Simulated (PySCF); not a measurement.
## Excited states of Ti(4+) (titanium, charge +4)

Ground state [Ar], ¹S. Calculation: PySCF 2.14, in an uncontracted even-tempered set (22 s from 0.0208 bohr⁻², ratio 2.5; 15 p from 0.0272 bohr⁻², ratio 2.5; 7 d from 0.0433 bohr⁻², ratio 2.7; 3 f from 3.5 bohr⁻², ratio 2.7); scalar relativity by spin-free X2C-1e. Vertical excitation energies in eV without spin-orbit coupling; excited terms of each kind are numbered among those the solver found. Frozen: [Ne].

```json
{"term": "1 3P°", "leading excitation": "3p → d", "EOM-EE-CCSD": "34.733"}
{"term": "1 3F°", "leading excitation": "3p → d", "EOM-EE-CCSD": "36.448"}
{"term": "1 1D°", "leading excitation": "3p → d", "EOM-EE-CCSD": "38.830"}
{"term": "1 3D°", "leading excitation": "3p → d", "EOM-EE-CCSD": "38.976"}
{"term": "1 1F°", "leading excitation": "3p → d", "EOM-EE-CCSD": "39.244"}
{"term": "1 1P°", "leading excitation": "3p → d", "EOM-EE-CCSD": "50.198"}
{"term": "1 3S", "leading excitation": "3p → p", "EOM-EE-CCSD": "59.564"}
{"term": "1 3D", "leading excitation": "3p → p", "EOM-EE-CCSD": "60.663"}
{"term": "1 1D", "leading excitation": "3p → p", "EOM-EE-CCSD": "61.065"}
{"term": "1 1P", "leading excitation": "3p → p", "EOM-EE-CCSD": "61.397"}
{"term": "1 3P", "leading excitation": "3p → p", "EOM-EE-CCSD": "61.445"}
{"term": "1 1S", "leading excitation": "3p → p", "EOM-EE-CCSD": "63.571"}
{"term": "2 3S", "leading excitation": "3p → p", "EOM-EE-CCSD": "77.304"}
```

The solver can miss terms. The 30 highest virtual orbitals were dropped.
